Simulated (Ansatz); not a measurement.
Job for Ansatz (a first-principles code): R-wB97M-V/def2-TZVPPD on CH7NOSi (a complex). Files ending in .json are basis or fitting sets from the Basis Set Exchange.

Ansatz 0.2 input:
```yaml
crystal:
  periodic: [false, false, false]
  atoms:
    - {symbol: Si, position_ang: [-0.01403670, -0.00036480, 0.16241460]}
    - {symbol: H, position_ang: [0.61465938, 1.04075699, 1.01291208]}
    - {symbol: H, position_ang: [0.23914788, 0.38959032, -1.24868458]}
    - {symbol: H, position_ang: [-1.47000788, -0.03709266, 0.39428840]}
    - {symbol: H, position_ang: [0.62066218, -1.30879196, 0.41315955]}
    - {symbol: N, position_ang: [0.83519716, 0.55814903, 4.02699353]}
    - {symbol: C, position_ang: [-0.04482871, -0.46883156, 4.04830191]}
    - {symbol: O, position_ang: [-0.59905859, -0.92882407, 3.07324436]}
    - {symbol: H, position_ang: [1.05839677, 0.99916810, 3.14850677]}
    - {symbol: H, position_ang: [1.25609252, 0.89996951, 4.87238434]}
    - {symbol: H, position_ang: [-0.21577782, -0.86311652, 5.06593548]}
basis:
  gaussian:
    orbitals: def2-TZVPPD.json
hamiltonian:
  xc: {name: wB97M-V}
scf: {lower_state_search: off}
```

It printed:

```
Functional definition: wB97M-V
[...]
these checks for a lower state are left out or cut short: stability, starts, cluster_reference, orbital_swaps, neighbouring_geometries, increment
integrals: 0.28 GiB planned
1260 factors; their error is unknown
integrals: 0.32 GiB planned
390 factors; integrals over basis functions are off by at most 2.8e-5 eV
mean field: 1.69 GiB planned
mean field evaluation 1: about -12560.3504 eV, gradient 5.2e1 eV
mean field evaluation 2: about -12559.6315 eV, gradient 5.9e1 eV
mean field evaluation 4: about -12565.1453 eV, gradient 2.9e0 eV
mean field evaluation 8: about -12565.1736 eV, gradient 4.8e-2 eV
mean field evaluation 16: about -12565.1774 eV, gradient 1.8e-5 eV
mean field -12565.17742821 eV, -461.7617535035 hartree, gradient 6.4e-6 eV, S^2 0.000000; 0 other end points of the search recorded, 0 dependent functions left out
reference -12565.17749452 eV, -461.7617559405 hartree; 21, 21 occupied and 260, 260 virtual orbitals, 1260 factors
Total energy: -12565.17749452 eV, -461.7617559405 hartree
Checks for a lower state left out: stability, starts, cluster_reference, orbital_swaps, neighbouring_geometries, increment
```

Self-consistency was reached.

Cost: about 15 core-seconds (a rough figure).
